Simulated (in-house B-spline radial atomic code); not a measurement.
Configurations of neutral gadolinium, with energies counted from [Xe] 4f7 5d1 6s2. Level of theory: scalar-relativistic (X2C) RPBE, spin-polarised, spherical fractional occupations, Fermi nucleus of rms radius 5.1569 fm; calculated with a radial B-spline atomic code at the basis-set limit. Shells without spins written out take the highest spin.

Occupations are held fixed; configurations that lie above the ionisation limit could autoionise.

```tsv
configuration	E - E(ref) (eV)	highest orbital	its <r> (bohr)
[Xe] 4f8 6s2	-0.27901	4f down	1.052
[Xe] 4f7 6s2 6d1	4.7202	6d up	10.41
[Xe] 4f7 6s2 7d1	5.3076	7d up	19.12
[Xe] 4f7 6s2 6f1	5.6586	6f up	26.87
[Xe] 4f(4 up, 3 down) 5d(0 up, 1 down) 6s2	9.6238	5d down	2.836
[Xe] 4f6 5d1 6s2 6d1	16.351	6d up	10.13
[Kr] 4d(4 up, 5 down) 4f(3 up, 5 down) 5s2 5p6 5d(0 up, 1 down) 6s2	146.72	5d down	2.786
[Kr] 4d(4 up, 5 down) 4f(1 up, 6 down) 5s2 5p6 5d(1 up, 0 down) 6s2 7p(0 up, 1 down)	156.58	7p down	11.54
```

(1) Order these further configurations by energy, lowest first.
A. [Xe] 4f(2 up, 4 down) 5d(1 up, 1 down) 6s2
B. [Kr] 4d10 4f7 5s2 5p5 5d1 6s2 6d1
C. [Kr] 4d9 4f7 5s2 5p6 5d1 6s2 6d1
D. [Xe] 4f(6 up, 1 down) 5d(1 up, 0 down) 6s(0 up, 1 down) 6p(0 up, 1 down)
E. [Xe] 4f6 5d1 6s2 7f1

(2) How far above the reference does [Xe] 4f(7 up, 0 down) 5d(0 up, 1 down) 6s2 lie?

(3) How far above the reference does [Kr] 4d10 4f7 5s2 5p5 5d1 6s2 7p1 lie?

(4) How far above the reference does [Kr] 4d9 4f7 5s2 5p6 5d1 6s2 7s1 lie?

(5) Is the reference the lowest configuration at this level of theory?

Results:

(1) D (7.3582 eV), E (17.504 eV), A (18.001 eV), B (28.553 eV), C (149.96 eV).

(2) 0.62712 eV; its least bound orbital is 5d down with <r> = 2.946 bohr.

(3) 28.408 eV; its least bound orbital is 7p up with <r> = 11.42 bohr.

(4) 149.18 eV; its least bound orbital is 7s up with <r> = 9.095 bohr.

(5) No: [Xe] 4f8 6s2 lies 0.279 eV lower with this functional.
